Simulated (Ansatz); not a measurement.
`CC(Cl)B(F)F` + dimethylamine → `CN(C)B(F)F` + `CCCl` at 400 K and 1 bar (ligand exchange at a B–C bond).

Isolated molecules relaxed with PBE0-D4/def2-TZVP in Ansatz; ΔE leaves out vibrations. CCSD(T)/CBS adds triple-zeta CCSD(T) − MP2 to the extrapolated MP2 energy (def2 sets, frozen cores). One conformer a species, not always the lowest.

```tsv
species	CCSD(T)/CBS energy (Eh)	H − E (kJ/mol)	S (J/(mol·K))
`CC(Cl)B(F)F`	-762.80575	206.6	382.5
`CNC`	-135.00321	264.6	293.2
`CN(C)B(F)F`	-358.96075	277.8	366.8
`CCCl`	-538.89655	195.0	294.4
```

H − E and S are ideal-gas, rigid-rotor, harmonic terms from PBE0-D4/def2-TZVP, for one conformer and one mirror image of each species. 1 Eh = 2625.50 kJ/mol, R = 8.31446 J/(mol·K).

Q: By hand: ΔE, ΔH, ΔS and ΔG.

A: ΔE = (-358.96075) + (-538.89655) − (-762.80575) − (-135.00321) = -0.04834 Eh = -126.9 kJ/mol. Δ(H − E) = 277.8 + 195.0 − 206.6 − 264.6 = 1.6, so ΔH = -125.3 kJ/mol. ΔS = 366.8 + 294.4 − 382.5 − 293.2 = -14.5 J/(mol·K). ΔG = -125.3 − 400 × (-14.5)/1000 = -119.5 kJ/mol.

Q: By hand: the equilibrium constant, and the temperature at which ΔG would vanish if ΔH and ΔS stayed fixed.

A: log₁₀ K = −ΔG/(RT ln 10) = 15.6. ΔG = 0 at ΔH/ΔS = 8641 K, far beyond where these terms or the molecules hold.

The number of gas molecules stays the same, so ΔS is small and ΔH decides. A doubt of 5 kJ/mol in ΔE shifts log₁₀ K by 0.7 here. Other conformers and mirror images would add mixing entropy, several J/(mol·K) or more a flexible species. Modes under 60 cm⁻¹, often nearly free rotors, make the harmonic entropy too high. These are equilibria of isolated gas molecules and say nothing of rates. Largest T1 diagnostic: 0.011 (customary marks: 0.02 for closed shells, 0.045 for open ones).
